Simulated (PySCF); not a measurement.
```xyz
4
charge 0 multiplicity 2, angstrom
Sn    0.0000    0.0000   -0.0139
H     1.6188    0.0000    0.5521
H    -0.8094    1.4020    0.5521
H    -0.8094   -1.4020    0.5521
```

Computed with PySCF, UPBE0, basis Sn def2-TZVP with ECP28, H def2-TZVP (scalar-relativistic core potentials, no spin–orbit coupling, density fitting).

This geometry of SnH3 is a stationary point at this level.

Q: What is the point group?

A: C3v.

Q: Is it a minimum?

A: Yes: all harmonic wavenumbers are real.

Q: What are the dipole moment and the gap between the highest occupied and lowest empty levels of either spin?

A: 0.29 D and 3.09 eV.

Q: Give the ideal-gas entropy at 298.15 K and 1 bar by parts.

A: translation 168.9, rotation 61.2, vibration 4.2, spin 5.8; total 240.1 J/(mol K).

Q: What is the atomisation energy, with and without zero-point energy?

A: 734 kJ/mol without, 688 kJ/mol with.

This need not be the most stable arrangement of these atoms. Spin–orbit coupling, left out here, can matter for elements this heavy.
